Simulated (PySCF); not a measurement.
How methods differ on the ionisation energy of Ho⁶⁵⁺

Ho⁶⁵⁺ 1s2 → Ho⁶⁶⁺ 1s1 [1s1/2^1, M_J = 1/2], as a difference of total energies. Calculation: PySCF 2.14, in an uncontracted even-tempered set (15 s from 200 bohr⁻², ratio 2.4; 11 p from 260 bohr⁻², ratio 2.4; 3 d from 800 bohr⁻², ratio 2.6; 3 f from 1200 bohr⁻², ratio 2.6); the two-component X2C-1e Hamiltonian. Correlated levels: nothing frozen; the 30 highest virtual spinors dropped. "Screened" scales the spin-orbit matrix elements by Boettger's factors to mimic the two-electron term; Breit and QED terms are absent.

```csv
method,ionisation energy (eV)
GHF (screened spin-orbit),63914.9
GMP2 (screened spin-orbit),63916.7
GHF (bare spin-orbit),63914.9
GMP2 (bare spin-orbit),63916.7
```

For this ion Breit and QED terms and the two-electron picture change, all absent here, outweigh the correlation shift from GHF to GMP2.

For comparison: 63772.42 ± 0.11 eV (theoretical estimate listed by NIST; NIST Atomic Spectra Database, ionization energies).
